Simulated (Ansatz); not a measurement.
Stretching the Si1–H2 bond in CH4OSi (SMILES CO[SiH]) (multiplicity 1 held, fragments rigid). Energies count from the point at 1.549 Å.
Geometry at that point (charge 0, multiplicity 1):
```xyz
7

Si    -0.40795    -0.67899     0.91807
H     -1.31024    -1.18844    -0.23386
O      0.45056     0.41925     0.04651
C      0.38284     0.78205    -1.32615
H      0.15320     1.84590    -1.40103
H      1.35331     0.59929    -1.78973
H     -0.38647     0.20274    -1.84347
```

R- and RO- levels are restricted; in cc, def2 and unpolarised 6-31G sets they are followed outwards from rest. U- levels take the lowest unrestricted solution at each point, which mixes spins at long bonds. Curves can end on different states.

Frozen-core correlation.

Programs: Ansatz (Gaussian orbitals). Values without a source in brackets are computed.

Problem. One of these levels gives 74.13 kcal/mol for the energy at R = 4.958 Å. Which?
A) R-wB97X-V/cc-pV(T+d)Z
B) R-SCS-MP2/cc-pV(T+d)Z
C) U-PBE/cc-pV(T+d)Z

Solution. C, U-PBE/cc-pV(T+d)Z. The others give 127.13 (R-wB97X-V/cc-pV(T+d)Z), 107.98 (R-SCS-MP2/cc-pV(T+d)Z)

Doubts at one or more of the structures used: a spin-contaminated determinant (U-PBE/cc-pV(T+d)Z); a restricted determinant that unrestricted orbitals would lower (R-wB97X-V/cc-pV(T+d)Z, R-SCS-MP2/cc-pV(T+d)Z).

Ansatz is a program for electronic structure.
